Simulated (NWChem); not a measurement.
Species: CH7NSn; SMILES C[NH][SnH3]

Results from NWChem. Geometry: optimised at PBE0/def2-SVP. Not confirmed as a minimum by frequencies. def2 effective core potentials on Sn; no spin-orbit coupling.

Diagonal of the polarisability tensor at PBE/def2-SVPD, static: 63.00, 78.77, 61.49 bohr³.

### Question
Find the mean polarisability volume, the molar refraction, and the refractive index that an ideal gas of it would have at 273.15 K and 1 atm.

### Answer

1. Mean: one third of the trace = 67.75 bohr³ × 0.14818 Å³/bohr³ = 10.04 Å³.
2. Molar refraction (Lorentz-Lorenz): (4π/3) N_A α = 25.3 cm³/mol.
3. Number density p/kT = 2.687 × 10⁻⁵ Å⁻³; n − 1 = 2π N α = 16.95 × 10⁻⁴.
4. These hold the electronic response alone: vibrational and orientational terms add to the static dielectric constant.
